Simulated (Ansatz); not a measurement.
Coupled-cluster run, C₂H₅F₂GaN (`[CH2][N](C)[Ga]([F])[F]`) radical.

```yaml
crystal:
  periodic: [false, false, false]
  atoms:
    - {symbol: C, position_ang: [-0.947769, -0.919797, 0.483021]}
    - {symbol: N, position_ang: [-0.047667, -0.072973, 0.227835]}
    - {symbol: C, position_ang: [1.325016, -0.467713, 0.009882]}
    - {symbol: Ga, position_ang: [-0.566596, 1.945643, -0.023520]}
    - {symbol: F, position_ang: [0.213028, 2.088439, -1.626547]}
    - {symbol: F, position_ang: [-2.327568, 1.613968, -0.095760]}
    - {symbol: H, position_ang: [-0.718998, -1.983763, 0.568199]}
    - {symbol: H, position_ang: [-1.969147, -0.568187, 0.604316]}
    - {symbol: H, position_ang: [1.959003, 0.019520, 0.753651]}
    - {symbol: H, position_ang: [1.629852, -0.103773, -0.973017]}
    - {symbol: H, position_ang: [1.450836, -1.551373, 0.071930]}
basis:
  gaussian: {orbitals: def2-SVP}
magnetization: {spin_polarized: true, initial_magnetization: 1}
correlation: {method: ccsd_t}
scf: {omitted_lower_state_checks: [cluster_reference]}
```

```sh
$ ansatz run in.yaml --threads 2 --pin off --events-out ev --progress --plain --backend cuda
```

Output of Ansatz, abridged:

```
Functional definition: HF
1266 factors; integrals over basis functions are off by at most 1.6e-3 eV
mean field evaluation 1: about -61350.6575 eV, gradient 3.2e1 eV
mean field evaluation 2: about -61350.7582 eV, gradient 3.2e1 eV
mean field evaluation 4: about -61355.6602 eV, gradient 3.0e0 eV
mean field evaluation 8: about -61355.7907 eV, gradient 1.9e-1 eV
mean field -61355.79140143 eV, -2254.7837455534 hartree, gradient 2.8e-6 eV, S^2 0.752612; 2 other end points of the search recorded, 0 dependent functions left out
14 core orbitals not correlated: weight in the atoms' cores, before any rotation towards them, 1.000 or more for the frozen orbitals, at most 0.000 for the correlated occupied ones
reference -61355.79140143 eV, -2254.7837455534 hartree; 23, 22 occupied and 90, 91 virtual orbitals, 1266 factors
second order -27.48879884 eV of doubles, -0.00000000 eV of singles
cycle   1  -27.23805200 eV  change    2.5e-1 eV  update   1.3e-1
cycle   2  -27.99262967 eV  change   -7.5e-1 eV  update   4.1e-2
cycle   3  -28.19273790 eV  change   -2.0e-1 eV  update   2.4e-2
cycle   4  -28.19025975 eV  change    2.5e-3 eV  update   6.7e-3
cycle   5  -28.18535295 eV  change    4.9e-3 eV  update   3.3e-3
cycle   6  -28.18553223 eV  change   -1.8e-4 eV  update   1.2e-3
cycle   7  -28.18556016 eV  change   -2.8e-5 eV  update   6.4e-4
cycle   8  -28.18557659 eV  change   -1.6e-5 eV  update   2.9e-4
cycle   9  -28.18563274 eV  change   -5.6e-5 eV  update   1.5e-4
cycle  10  -28.18566871 eV  change   -3.6e-5 eV  update   7.1e-5
cycle  11  -28.18560648 eV  change    6.2e-5 eV  update   3.6e-5
cycle  12  -28.18562600 eV  change   -2.0e-5 eV  update   1.9e-5
perturbative correction -0.76043507 eV, -0.0279454735 hartree
Total energy: -61384.73746250 eV, -2255.8474936774 hartree
Checks for a lower state left out: cluster_reference
```

It took 3 s on 2 threads of an AMD EPYC 7R13 on a shared host and a share of an NVIDIA H100 80 GB, with 0.83 GiB of host memory at the peak.

MP2 recovers 95.0 % of the CCSD(T) correlation energy and the triples give 2.6 %; T1 = 0.0147.
